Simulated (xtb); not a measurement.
xtb input (GFN1-xTB):

```bash
xtb mol.xyz --gfn 1 --sp --chrg -1 --uhf 0
```
mol.xyz:
```
8

Br     1.48281228     0.27214158     0.11492239
C     -0.40540875    -0.01641614    -0.03416932
C     -1.40059263     0.89345470    -0.16308932
C     -2.59021478     0.09244131    -0.22766688
C     -2.30234565    -1.26131867    -0.13867731
O     -0.85419155    -1.27752640    -0.01307350
H     -1.27898829     1.96488434    -0.20339725
H     -3.59453812     0.48140437    -0.33268135
```

End of the output:

```
         :::::::::::::::::::::::::::::::::::::::::::::::::::::
         ::                     SUMMARY                     ::
         :::::::::::::::::::::::::::::::::::::::::::::::::::::
         :: total energy             -18.240024268390 Eh    ::
         :: gradient norm              0.042590701977 Eh/a0 ::
         :: HOMO-LUMO gap              2.705797108017 eV    ::
         ::.................................................::
         :: SCC energy               -18.398698865387 Eh    ::
         :: -> electrostatic           0.146890501746 Eh    ::
         :: repulsion energy           0.161857268557 Eh    ::
         :: dispersion energy         -0.003182671549 Eh    ::
         :: halogen bond corr.        -0.000000000011 Eh    ::
         :: add. restraining           0.000000000000 Eh    ::
         :: total charge              -1.000000000000 e     ::
         :::::::::::::::::::::::::::::::::::::::::::::::::::::

           -------------------------------------------------
          |                Property Printout                |
           -------------------------------------------------

    * Orbital Energies and Occupations

         #    Occupation            Energy/Eh            Energy/eV
      -------------------------------------------------------------
         1        2.0000           -0.5670543             -15.4303
       ...           ...                  ...                  ...
         4        2.0000           -0.4254343             -11.5767
         5        2.0000           -0.3827425             -10.4150
         6        2.0000           -0.3714585             -10.1079
         7        2.0000           -0.3518084              -9.5732
         8        2.0000           -0.3299311              -8.9779
         9        2.0000           -0.2954192              -8.0388
        10        2.0000           -0.2708282              -7.3696
        11        2.0000           -0.2593840              -7.0582
        12        2.0000           -0.2498898              -6.7998
        13        2.0000           -0.2375116              -6.4630
        14        2.0000           -0.2147097              -5.8425
        15        2.0000           -0.1554914              -4.2311
        16        2.0000           -0.1283998              -3.4939 (HOMO)
Note: The following floating-point exceptions are signalling: IEEE_DENORMAL
normal termination of xtb
        17                         -0.0289636              -0.7881 (LUMO)
        18                         -0.0086944              -0.2366
        19                          0.0489521               1.3321
        20                          0.0935912               2.5467
        21                          0.1078910               2.9359
        22                          0.1093105               2.9745
        23                          0.1202700               3.2727
        24                          0.1248285               3.3968
        25                          0.1674281               4.5560
        26                          0.2896220               7.8810
        27                          0.4240107              11.5379
       ...                                ...                  ...
        33                          0.8741368              23.7865
      -------------------------------------------------------------
                  HL-Gap            0.0994362 Eh            2.7058 eV
             Fermi-level           -0.0786817 Eh           -2.1410 eV

  Mulliken/CM5 charges         n(s)   n(p)   n(d)
     1Br   -0.20165 -0.18341   1.953  5.211  0.038
     2C     0.23081  0.24042   1.037  2.732  0.000
     3C    -0.15898 -0.20903   1.048  3.111  0.000
     4C    -0.11026 -0.15853   1.038  3.072  0.000
     5C    -0.24460 -0.22807   1.413  2.832  0.000
     6O    -0.41207 -0.46968   1.716  4.696  0.000
     7H    -0.03632  0.01971   1.036  0.000  0.000
     8H    -0.06693 -0.01140   1.067  0.000  0.000

Wiberg/Mayer (AO) data.
largest (>0.10) Wiberg bond orders for each atom

 ---------------------------------------------------------------------------
     #   Z sym  total        # sym  WBO       # sym  WBO       # sym  WBO
 ---------------------------------------------------------------------------
     1  35 Br   1.126 --     2 C    0.957
     2   6 C    3.869 --     3 C    1.571     6 O    1.127     1 Br   0.957
                             5 C    0.157
     3   6 C    3.963 --     2 C    1.571     4 C    1.248     7 H    0.981
     4   6 C    3.953 --     5 C    1.626     3 C    1.248     8 H    0.978
     5   6 C    2.863 --     4 C    1.626     6 O    0.959     2 C    0.157
     6   8 O    2.234 --     2 C    1.127     5 C    0.959
     7   1 H    1.007 --     3 C    0.981
     8   1 H    1.027 --     4 C    0.978
 ---------------------------------------------------------------------------

Topologies differ in total number of bonds
Writing topology from bond orders to xtbtopo.mol

 dipole moment from electron density (au)
     X       Y       Z
   2.7675   1.7691   0.1547  total (Debye):    8.358

           -------------------------------------------------
          | TOTAL ENERGY              -18.240024268390 Eh   |
          | GRADIENT NORM               0.042590701977 Eh/α |
          | HOMO-LUMO GAP               2.705797108017 eV   |
           -------------------------------------------------

------------------------------------------------------------------------
------------------------------------------------------------------------
 total:
 SCF:
```

It need not be the lowest isomer of its formula. Whether it binds its extra electron was not tested at this geometry.
